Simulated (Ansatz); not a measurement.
Born–Oppenheimer molecular dynamics of CH$_{9}$ClSi$_{2}$ (13 atoms, charge 0, multiplicity 1). It starts from a rough guess of a transition structure, not a stationary point.

Computed with UKS LDA/STO-3G in Ansatz.

| Item | Value |
| --- | --- |
| ensemble | NVE (velocity Verlet) |
| time step | 0.5 fs |
| steps asked | 150 |
| starting velocities drawn for | 100 K |
| seed | 384687 |

First frame:

```xyz
13
Properties=species:S:1:pos:R:3
Si -1.018 -0.067 0.582
C 0.522 1.472 0.422
H -1.996 -1.204 0.702
H -0.791 0.140 2.009
Cl -2.252 1.113 -0.541
H 0.394 0.200 -0.142
Si 0.539 -1.504 -0.917
H 1.303 1.348 1.172
H 0.994 1.883 -0.479
H -0.131 2.269 0.768
H 1.028 -2.538 -0.013
H -0.309 -2.113 -1.930
H 1.717 -0.997 -1.632
```

(1) How far do the bonds stretch over the last three quarters of this one trajectory? (Pairs bonded in most of those frames.)

Answers

(1) 
| bond | mean (Å) | spread (Å) | shortest | longest |
| --- | --- | --- | --- | --- |
| Si1–H3 | 1.461 | 0.030 | 1.41 | 1.51 |
| Si1–H4 | 1.461 | 0.010 | 1.44 | 1.48 |
| Si1–Cl5 | 2.144 | 0.112 | 1.98 | 2.30 |
| Si1–Si7 | 2.263 | 0.125 | 2.08 | 2.43 |
| C2–H6 | 1.128 | 0.086 | 0.97 | 1.30 |
| C2–H8 | 1.110 | 0.059 | 1.01 | 1.21 |
| C2–H9 | 1.113 | 0.060 | 1.00 | 1.23 |
| C2–H10 | 1.112 | 0.062 | 1.01 | 1.21 |
| Si7–H11 | 1.451 | 0.009 | 1.44 | 1.47 |
| Si7–H12 | 1.449 | 0.010 | 1.43 | 1.47 |
| Si7–H13 | 1.452 | 0.013 | 1.43 | 1.47 |

Mean temperature of the second half: 2765 K. The conserved energy stayed within 1.2 meV per atom of its start (net change 0.23 meV per atom), so the integration is sound. The system heated up, since it started high on the potential surface and ran downhill. A run of 0.075 ps of so small a system gives no equilibrium averages. The orbitals stay closed-shell, which can raise the energy where a bond breaks towards radicals; this wasn't checked here. Limits of this set-up: minimal basis.

Time of the run: 5.5 min on 1 thread of Arm Neoverse V1, with other jobs on the host, peak memory 0.11 GiB.
